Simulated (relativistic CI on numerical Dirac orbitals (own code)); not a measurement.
## Electric-dipole lines of Ti⁷⁺

Computed by Dirac-Coulomb-Breit CI, separate exchange-only KLI orbitals for each configuration, model QED (radiative potential, 1s self-energy scaled to tabulated hydrogen-like ionisation energies), unscaled Slater integrals (own radial code, finite nucleus).

Configurations in the expansion (outside the closed core [Ne]): 3s²3p³, 3s3p⁴, 3s²3p²3d, 3p⁵, 3s3p³3d, 3p⁴3d, 3s3p²3d², 3s²3p²4s, 3s²3p²4p, 3s²3p3d4p, 3p⁴4s, 3s²3p²4d, 3p⁴4p, 3s3p³4s, 3s3p²3d4s, 3s²3p²4f, 3s3p³4p, 3s²3p²5s, 3s²3p²5p, 3s²3p4s4p, 3s²3p²5d, 3s3p³4d, 3s²3p²5f, 3s²3p²5g, 3p³3d4p, 3s3p³4f, 3s²3p²6s, 3s²3p²6p, 3s3p²4s², 3s²3p3d², 3s²3d³, 3s3p3d³, 3s²3d²4s, 3s²3d²4p, 3s²3d²4d, 3p³3d², 3p²3d³, 3p²3d²4s, 3p²3d²4p, 3p²3d²4d, 3s²3p3d4s, 3s3p3d²4s, 3s²3d4s², 3s²3d4s4p, 3s²3d4s4d, 3s3p²3d4p, 3s3p3d²4p, 3s3p3d4s4p, 3s3p3d4p², 3s3p3d4p4d, 3s²3p4s², 3s3p3d4s², 3s²4s²4p, 3s²4s²4d, 3p³3d4s, 3p²3d4s², 3p²3d4s4p, 3p²3d4s4d, 3s²3p4p², 3s²3d4p², 3s²4s4p², 3s²4p³, 3s²4p²4d. Double excitations out of closed p, d and f shells are left out; levels of such configurations are missing from the list, as are those of other unlisted configurations, and high levels can miss mixing partners. These lack a partner that the ground configuration has and come out too high: 3s²3p²4f, 3s²3p²5s, 3s²3p²5p, 3s²3p²5d, 3s3p³4d.

```
λ vac (nm)                Lower                   Upper   A (s⁻¹)  log gf  S velocity/length
    16.255  3s²3p²3d ⁴F7/2 [16]   3s²3p²4f ⁴G°9/2 [386]  1.28e+11    0.70               0.88
    16.256  3s²3p²3d ⁴F5/2 [15]   3s²3p²4f ⁴G°7/2 [378]  1.19e+11    0.58               0.88
    16.257  3s²3p²3d ⁴F9/2 [17]  3s²3p²4f ⁴G°11/2 [392]  1.35e+11    0.81               0.88
    25.218    3s²3p³ ²D°3/2 [2]     3s²3p²3d ²F5/2 [38]  7.76e+10    0.65               0.98
    25.221    3s²3p³ ²D°5/2 [3]     3s²3p²3d ²F7/2 [39]  8.28e+10    0.80               0.99
    25.297      3s3p⁴ ⁴P5/2 [6]     3s3p³3d ⁴D°7/2 [85]  6.03e+10    0.67               0.96
    25.400     3s3p⁴ ²D5/2 [10]    3s3p³3d ²F°7/2 [103]  4.89e+10    0.58               0.99
    25.435      3s3p⁴ ⁴P3/2 [7]     3s3p³3d ⁴D°5/2 [86]  4.21e+10    0.39               0.96
    25.480      3s3p⁴ ²D3/2 [9]    3s3p³3d ²F°5/2 [102]  4.38e+10    0.41               0.98
    25.529    3s²3p³ ²P°1/2 [4]     3s²3p²3d ²D3/2 [46]  5.82e+10    0.36               0.97
    25.704    3s²3p³ ²P°3/2 [5]     3s²3p²3d ²D5/2 [45]  7.13e+10    0.63               0.98
    26.162  3s²3p²3d ⁴F9/2 [17]   3s²3p3d² ⁴F°9/2 [138]  5.44e+10    0.75               0.88
    26.165    3s²3p³ ⁴S°3/2 [1]     3s²3p²3d ⁴P1/2 [30]  6.75e+10    0.14               0.97
    26.240    3s²3p³ ⁴S°3/2 [1]     3s²3p²3d ⁴P3/2 [29]  6.72e+10    0.44               0.97
    26.373    3s²3p³ ⁴S°3/2 [1]     3s²3p²3d ⁴P5/2 [28]  6.58e+10    0.61               0.97
    26.546      3s3p⁴ ⁴P5/2 [6]     3s3p³3d ⁴P°5/2 [78]  3.68e+10    0.37               0.99
    26.631    3s²3p³ ²D°3/2 [2]     3s²3p²3d ²D3/2 [34]  4.48e+10    0.28               0.99
    26.740    3s²3p³ ²D°5/2 [3]     3s²3p²3d ²D5/2 [33]  4.19e+10    0.43               0.99
    26.996    3s²3p³ ²P°3/2 [5]     3s²3p²3d ²P3/2 [37]  4.34e+10    0.28               0.90
    29.615    3s²3p³ ²D°5/2 [3]        3s3p⁴ ²P3/2 [26]  3.57e+10    0.27               0.93
```

Terms are leading LS components. Brackets give the number of a level in order of energy, since labels repeat. The list gives strong lines, with weight on those to low levels, among the lowest 400 of 7420 levels, so that lines to higher ones, which can be the strongest, are missing. Levels whose partners in the same complex of configurations lie outside the list can be far off, and so can their lines. Rates are taken at the computed energies, electric ones in the length gauge. A velocity-to-length ratio far from 1 marks an uncertain rate.

At this charge configurations can still be misplaced by up to about 7 % of their energy. 9 of the 9 excited levels that our extract of the measured tables holds in this range could be paired (the sources list more); they are missed by 3581 cm⁻¹ on average and 8213 at most, and levels without a partner can miss by more. Some levels of the ground configuration have no partner and can miss by 10 % or more.

LS names give the leading component of a level, which can be under half, so a name can repeat, a term be missing and a line seem to break the LS rules.
